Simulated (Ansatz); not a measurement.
Consider the substitution at a C–Si bond: `C=C(F)C[SiH3]` + HCl → `C=C(F)CCl` + SiH₄.

Gas-phase electronic energies from Ansatz, PBE0-D4/def2-TZVP geometries. CCSD(T)/CBS is the MP2 limit (def2-TZVPP, def2-QZVPP) plus CCSD(T) − MP2 in def2-TZVPP, frozen cores. This one scheme is used for every species. DFT in def2-TZVPP. B3LYP here is the variant with VWN-RPA as its local correlation; programs differ in this. Each species was taken in one conformer, which may not be the lowest.

| species | B3LYP-D4 energy (Eh) |
| --- | --- |
| `C=C(F)C[SiH3]` | -507.98164 |
| HCl | -460.83661 |
| `C=C(F)CCl` | -676.87528 |
| SiH₄ | -291.91967 |

Q: Work out ΔE.

A: ΔE = (-676.87528) + (-291.91967) − (-507.98164) − (-460.83661) = 0.02330 Eh = +0.63 eV. CCSD(T)/CBS gives +0.68 eV.

Largest T1 diagnostic among the species: 0.012.

The D4 term adds +0.04 eV with B3LYP and +0.02 eV with PBE0; it sums over pairs of atoms, weighted by their polarisabilities, and B3LYP, whose exchange is more repulsive, gets the larger term. In def2-TZVPP, CCSD(T) changes the Hartree–Fock value by +0.10 eV (the triples alone add −0.00 eV) and MP2 by +0.13 eV.
